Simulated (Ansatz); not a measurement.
Consider the redistribution: `[OH][GeH2][O][SiH](O)O` + `CN[Si](F)(F)F` → `O[SiH](O)N[Si](F)(F)F` + `C[O][GeH2][OH]`.

Calculated with Ansatz (gas phase, PBE0-D4/def2-TZVP geometries, no zero-point term in ΔE). CCSD(T)/CBS is the MP2 limit (def2-TZVPP, def2-QZVPP) plus CCSD(T) − MP2 in def2-TZVPP, frozen cores. Functionals use def2-TZVPP. B3LYP here is the variant with VWN-RPA as its local correlation; programs differ in this. For Ge outer-core shells are correlated without core-valence functions, which leaves a few kJ/mol of doubt a bond. Scalar relativity is left out up to krypton. One conformer a species, not always the lowest.

`[OH][GeH2][O][SiH](O)O`:

```xyz
12

O    -0.207   -0.209    2.439
Ge   -1.381    0.370    1.258
O    -0.984   -0.373   -0.316
Si    0.439   -0.509   -1.068
O     1.605   -0.241    0.064
O     0.706    0.619   -2.224
H     0.679   -0.185    2.057
H    -1.303    1.895    1.073
H    -2.753   -0.157    1.677
H     0.525   -1.861   -1.656
H     2.439    0.110   -0.252
H     0.232    0.541   -3.053
```

`CN[Si](F)(F)F`:

Z-matrix (Å, degrees):
```
C
N 1 1.451
H 1 1.091 2 109.8
H 1 1.094 2 112.5 3 -119.9
H 1 1.093 2 111.0 3 118.2
Si 2 1.670 1 125.8 3 16.4
H 2 1.007 1 114.9 3 -174.2
F 6 1.575 2 108.9 1 -170.2
F 6 1.577 2 111.1 1 -49.0
F 6 1.580 2 115.4 1 69.8
```

`O[SiH](O)N[Si](F)(F)F`:

Cartesian coordinates in Å:
```
O 1.515 -0.848 -0.736
Si -0.001 -1.194 -0.248
O -0.134 -2.168 1.061
N -0.752 0.275 0.254
Si -0.263 1.850 -0.066
F 1.254 2.081 0.310
F -1.137 2.853 0.776
F -0.387 2.259 -1.580
H 2.089 -0.348 -0.151
H -0.630 -1.832 -1.421
H -0.006 -3.108 0.931
H -1.548 0.179 0.870
```

`C[O][GeH2][OH]`:

```xyz
10

C     1.061   -0.286   -1.221
O     0.788   -0.056    0.140
Ge   -0.894   -0.084    0.707
O    -0.876    0.731    2.272
H     0.921   -1.339   -1.497
H     2.106   -0.025   -1.406
H     0.436    0.328   -1.883
H    -1.742    0.669   -0.342
H    -1.383   -1.510    0.991
H    -0.416    1.573    2.238
```

```
             level  ΔE (kJ/mol)
         r2SCAN-D4         77.5
          B3LYP-D4         78.2
     HF/def2-TZVPP         83.8
CCSD(T)/def2-TZVPP         80.3
     HF/def2-QZVPP         84.4
SCS-MP2/def2-QZVPP         82.2
     MP2/CBS(def2)         83.2
    CCSD/CBS(def2)         82.4
```

Task: What does CCSD(T)/CBS give? (Estimate.)

Result: Computed: +81.3 kJ/mol. The listed levels differ from it by -3.8, -3.1, 2.5, -1.0, 3.1, 0.9, 1.9, 1.1 kJ/mol.

Largest T1 diagnostic among the species: 0.012.

From PBE to PBE0 (25 % exact exchange), in def2-TZVPP and without D4, ΔE moves by +4.2 kJ/mol.
